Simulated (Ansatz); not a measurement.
`[SiH3][GeH2][SH]` + `OBN[SiH3]` → `OBN([SiH3])[SiH3]` + `[SH][GeH3]`  (cleavage of the Si–Ge bond)

Calculated with Ansatz (gas phase, PBE0-D4/def2-TZVP geometries, no zero-point term in ΔE). CCSD(T)/CBS adds triple-zeta CCSD(T) − MP2 to the extrapolated MP2 energy (def2 sets, frozen cores). Functionals use def2-TZVPP. For Ge outer-core shells are correlated without core-valence functions, which leaves a few kJ/mol of doubt a bond. Scalar relativity is left out up to krypton. One conformer a species, not always the lowest.

```csv
level,ΔE (kJ/mol),difference from CCSD(T)/CBS
PBE-D4,-13.7,16.0
r2SCAN-D4,-24.2,5.5
PBE0-D4,-18.7,11.0
ωB97X-V,-28.9,0.8
r2SCAN,-23.3,6.4
PBE0,-16.0,13.7
HF/def2-TZVPP,-36.7,-7.0
CCSD(T)/def2-TZVPP,-31.5,-1.8
HF/CBS(def2),-38.9,-9.2
MP2/CBS(def2),-34.3,-4.6
CCSD(T)/CBS,-29.7,0
```

Largest T1 diagnostic among the species: 0.012.

The D4 term adds −5.3 kJ/mol with B3LYP and −2.8 kJ/mol with PBE0; it sums over pairs of atoms, weighted by their polarisabilities, and B3LYP, whose exchange is more repulsive, gets the larger term. From PBE to PBE0 (25 % exact exchange), in def2-TZVPP and without D4, ΔE moves by −5.6 kJ/mol.

B3LYP here is the variant with VWN-RPA as its local correlation; programs differ in this.
